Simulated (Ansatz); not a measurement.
Ideal-gas functions of AuH₃O₂ (`[OH][Au-][OH2+]`) at 400 K and 1 bar, from an Ansatz frequency run at PBE0-D4/def2-TZVP.

Molar mass 231.99 g/mol, point group Cs (symmetry number 1), electronic degeneracy 1, moments of inertia 2.42, 150.747, 150.758 u Å². Harmonic wavenumbers (cm⁻¹, unscaled): 120, 164, 167, 373, 526, 619, 659, 960, 1618, 3805, 3850, 3901.

Use S(trans) = R[1.5 ln M + 2.5 ln T − 1.1517]; rotational temperatures θ = 24.2544 K / I; S(rot) = R[ln(√π/σ · √(T³/θAθBθC)) + 1.5]; for each mode x = 1.438777 ν̃/T, S = R[x/(eˣ − 1) − ln(1 − e⁻ˣ)] and H = RT x/(eˣ − 1); 1 cm⁻¹ = 0.0119627 kJ/mol; R = 8.31446 J/(mol·K).

Task: By hand: the entropy, in J/(mol·K).

Result: Translation 182.9. Rotation: θ = 10.0225, 0.1609, 0.1609 K, giving 97.6. Vibration, mode by mode: 15.36, 12.82, 12.68, 6.47, 4.15, 3.19, 2.85, 1.21, 0.17, 0.00, 0.00, 0.00, in all 58.9. Electronic 0.0. Sum 339.4 J/(mol·K).

Task: By hand: H − E and G − E in kJ/mol, counted from the electronic energy.

Result: Zero-point energy ½ × 16762 × 0.0119627 = 100.3; thermal vibration 12.4; translation, rotation and pV give 4 RT = 13.3. H − E = 126.0 kJ/mol, and G − E = 126.0 − 400 × 339.4/1000 = -9.8 kJ/mol.

Vibration gives 17 % of the entropy, 15.4 J/(mol·K) of it from the mode under 150 cm⁻¹: soft modes count most, and the harmonic formula is weakest for them. The sum counts one conformer and one mirror image; others add a mixing term.
